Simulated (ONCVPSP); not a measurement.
## In ONCV: all-electron and pseudo phase curves

ONCVPSP 4.0.1 input, shortened (lines: element, Z, core and valence counts, functional; n l f; lmax; l rc ep ncon nbas qcut; lloc lpopt rc5 dvloc0; l nproj debl; icmod fcfact rcfact), PBEsol, scalar-relativistic:

```
  In 49.00    7    3  -116133      upf
    1    0    2.00
    2    0    2.00
    2    1    6.00
    3    0    2.00
    3    1    6.00
    3    2   10.00
    4    0    2.00
    4    1    6.00
    4    2   10.00
    5    0    1.50
    2
    0    2.05    0.00    4    8    2.70
    1    1.20    0.00    4    7    9.10
    2    1.45    0.00    4    9    8.60
    4    1    1.05    6.00
    0    2    0.60
    1    2    3.30
    2    1    3.10
    0    0.00    0.00
```

In the s channel the program set the typed energies aside and used -0.708, 0.250 Ha. In the p channel the program set the typed energies aside and used -3.333, 0.250 Ha.

The phase is arctan(r·R′/R) of the radial function R(r), unwrapped; energies in Ha, scanned from -5 to 5 Ha. A pole is an energy at which the radial function vanishes at the test radius. The pseudo phase is shifted by a multiple of π to meet the all-electron one at the reference energy, and phase errors are pseudo minus all-electron; the curves can meet again beyond the range given. Levels narrower than the energy grid can be missing from the lists of poles. Where the grid stepped over a known ghost or core level, its pole and its step of π were put in at the level’s energy.

Question: For each channel, where are the poles, and over which energies does the pseudopotential scatter like the atom?

Answer:

```json
{"channel": "s", "radius (bohr)": "2.08", "reference energy (Ha)": "-0.71", "poles, all-electron": "-4.84, 1.32", "poles, pseudo": "-1.66, 1.31", "unbroken range about the reference energy with phases within 0.05 rad": "-1.6 to 3.1", "phase error 1 Ha above the reference energy (rad)": "+0.000"}
{"channel": "p", "radius (bohr)": "1.22", "reference energy (Ha)": "-3.33", "poles, all-electron": "-1.38", "poles, pseudo": "-1.38", "unbroken range about the reference energy with phases within 0.05 rad": "the whole range", "phase error 1 Ha above the reference energy (rad)": "-0.000"}
{"channel": "d", "radius (bohr)": "1.47", "reference energy (Ha)": "-1.15", "poles, all-electron": "0.03", "poles, pseudo": "0.04", "unbroken range about the reference energy with phases within 0.05 rad": "below 2.8", "phase error 1 Ha above the reference energy (rad)": "+0.001"}
```

Note: ghosts flagged at negative energy: s at -45.2 eV; no localised positive-energy state flagged. A true bound ghost makes a file unfit for plane-wave use.

Phases in the p channel:

```
E (Ha)  all-electron  pseudo
 -4.96         0.062   0.061
 -4.72        -0.222  -0.222
 -4.48        -0.500  -0.501
 -4.24        -0.739  -0.739
 -4.00        -0.926  -0.926
 -3.76        -1.067  -1.068
 -3.52        -1.176  -1.176
 -3.28        -1.259  -1.259
 -3.04        -1.326  -1.326
 -2.80        -1.380  -1.380
 -2.56        -1.424  -1.424
 -2.32        -1.462  -1.462
 -2.08        -1.495  -1.495
 -1.84        -1.524  -1.524
 -1.60        -1.549  -1.549
 -1.36        -1.573  -1.573
 -1.12        -1.594  -1.594
 -0.88        -1.614  -1.614
 -0.64        -1.633  -1.633
 -0.40        -1.651  -1.651
 -0.16        -1.669  -1.669
  0.08        -1.686  -1.686
  0.32        -1.703  -1.703
  0.56        -1.720  -1.720
  0.80        -1.738  -1.738
  1.04        -1.756  -1.756
  1.28        -1.775  -1.775
  1.52        -1.795  -1.795
  1.76        -1.816  -1.816
  2.00        -1.839  -1.839
  2.24        -1.864  -1.864
  2.48        -1.891  -1.892
  2.72        -1.922  -1.922
  2.96        -1.956  -1.957
  3.20        -1.995  -1.997
  3.44        -2.041  -2.043
  3.68        -2.094  -2.098
  3.92        -2.158  -2.163
  4.16        -2.235  -2.243
  4.40        -2.329  -2.340
  4.64        -2.444  -2.461
  4.88        -2.586  -2.611
```
